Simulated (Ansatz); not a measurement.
Input for Ansatz (a program for electronic structure): U-PBE/def2-TZVPP on AlH2I (SMILES [AlH2][I]), a point of a bond scan (R = 1.257 Å). Elements past Kr take the def2 small-core potentials; no spin–orbit coupling.

Ansatz 0.2 input:
```yaml
crystal:
  periodic: [false, false, false]
  atoms:
    - {symbol: Al, position_ang: [-1.02948799, -1.59301317, 0.26750098]}
    - {symbol: H, position_ang: [-0.62136007, -2.41765967, 1.12325210]}
    - {symbol: H, position_ang: [-2.32698290, -1.78051460, -0.59760769]}
    - {symbol: I, position_ang: [0.30621990, 0.47383976, -0.07956783]}
basis:
  gaussian:
    orbitals: def2-TZVPP
hamiltonian:
  xc: {name: PBE}
magnetization: {spin_polarized: true, initial_magnetization: 0}
```

The head of its log:

```
WARN ansatz: RAYON_NUM_THREADS=1 ignored (pool sized by the plan → 1); use --threads N
Functional definition: PBE
integrals: 0.04 GiB planned
754 factors; their error is unknown
mean field: 0.37 GiB planned
mean field evaluation 1: about -14725.3085 eV, gradient 1.3e1 eV
mean field evaluation 2: about -14725.9035 eV, gradient 9.9e0 eV
```

Q: Give the final energy of this run.

A: -541.1871 hartree.
